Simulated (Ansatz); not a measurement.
Cost and result for the atomization energy of C2H6CuFS (`C[S+](C)[Cu-][F]`) (11 atoms, 10 bonds).

```xyz
11

C     1.0115    0.1111    1.1438
S    -0.6384   -0.2564    0.5227
C    -0.8498    1.0980   -0.6452
Cu   -0.4657   -2.0415   -0.6416
F    -0.3315   -3.5220   -1.5978
H     1.2750   -0.6823    1.8419
H     0.9915    1.0656    1.6711
H     1.7379    0.1367    0.3327
H    -1.8155    0.9562   -1.1286
H    -0.0628    1.0914   -1.3980
H    -0.8523    2.0432   -0.1011
```

Charge 0, multiplicity 1. For Cu the d shell is correlated and the shells below it are frozen. Scalar relativity is left out up to krypton. The geometry is a stationary point of PBE0-D4/def2-TZVP. It is one conformer, not always the lowest. Program: Ansatz. Hardware: A = 2 threads of a server CPU on a shared host; B = 2 threads of an AMD EPYC 7R13 on a shared host and a share of an NVIDIA H100 80 GB. Times are those of one run each, without the atoms' runs, and a repeat can differ threefold. Electronic energies, without spin–orbit coupling; frozen cores. CCSD(T)/CBS adds CCSD(T) − MP2 in def2-TZVPP to the MP2 limit, and its time is that of the two runs behind it. T1 = 0.023. With those shells the extrapolation isn't a true limit. B3LYP takes the VWN-RPA correlation (the form of Gaussian; ORCA's B3LYP/G).

CCSD(T)/CBS is a level of theory with its own doubt, some kJ/mol a heavy atom from the limit and from the frozen cores, so smaller differences don't rank the functionals.

```csv
level,functions,wall time
revPBE-D4/def2-TZVPP [A],283,8 s
MP2/def2-QZVPP [B],521,12 s
CCSD(T)/def2-TZVPP [B],283,14 s
r2SCAN-D4/def2-TZVPP (with forces) [A],283,18 s
PBE0-D4/def2-TZVPP [A],283,18 s
CCSD(T)/def2-SVP [A],121,22 s
CAM-B3LYP-D4/def2-TZVPP [A],283,23 s
CCSD(T)/CBS(def2),–,25 s
r2SCANh-D4/def2-TZVPP [A],283,26 s
B3LYP-D4/def2-TZVPP (with forces) [A],283,28 s
B97M-V/def2-TZVPP [A],283,30 s
ωB97X-V/def2-TZVPP [A],283,35 s
ωB97M-V/def2-TZVPP (with forces) [A],283,49 s
```

(1) What atomization energy does each give, and how far from CCSD(T)/CBS? (Estimate.)

## Answers

(1) Ansatz gave: 
| level | atomization (kJ/mol) | difference from CCSD(T)/CBS | per bond |
| --- | --- | --- | --- |
| revPBE-D4/def2-TZVPP [A] | 3790.7 | -18.9 | -1.9 |
| MP2/def2-QZVPP [B] | 3839.6 | 30.0 | 3.0 |
| CCSD(T)/def2-TZVPP [B] | 3694.9 | -114.7 | -11.5 |
| r2SCAN-D4/def2-TZVPP (with forces) [A] | 3834.5 | 24.9 | 2.5 |
| PBE0-D4/def2-TZVPP [A] | 3791.9 | -17.7 | -1.8 |
| CCSD(T)/def2-SVP [A] | 3564.9 | -244.7 | -24.5 |
| CAM-B3LYP-D4/def2-TZVPP [A] | 3804.3 | -5.3 | -0.5 |
| CCSD(T)/CBS(def2) | 3809.6 | 0.0 | 0.0 |
| r2SCANh-D4/def2-TZVPP [A] | 3798.5 | -11.1 | -1.1 |
| B3LYP-D4/def2-TZVPP (with forces) [A] | 3781.7 | -27.9 | -2.8 |
| B97M-V/def2-TZVPP [A] | 3813.8 | 4.2 | 0.4 |
| ωB97X-V/def2-TZVPP [A] | 3807.3 | -2.3 | -0.2 |
| ωB97M-V/def2-TZVPP (with forces) [A] | 3808.5 | -1.1 | -0.1 |

From BLYP to BHLYP (50 % exact exchange), in def2-TZVPP and without D4, the atomization energy moves by −124.7 kJ/mol: exact exchange takes away binding that semilocal exchange gives to molecules. Leaving LDA and LC-ωPBE aside and taking each functional with its dispersion term where it has one, the values, not all of them listed here, spread over 235.6 kJ/mol, from BHLYP-D4 to PBE-D4. LDA lies +515.7 kJ/mol from PBE without D4, its usual overbinding. The D4 term adds +38.7 kJ/mol with B3LYP and +20.2 kJ/mol with PBE0; it sums over pairs of atoms, weighted by their polarisabilities, and B3LYP, whose exchange is more repulsive, gets the larger term.
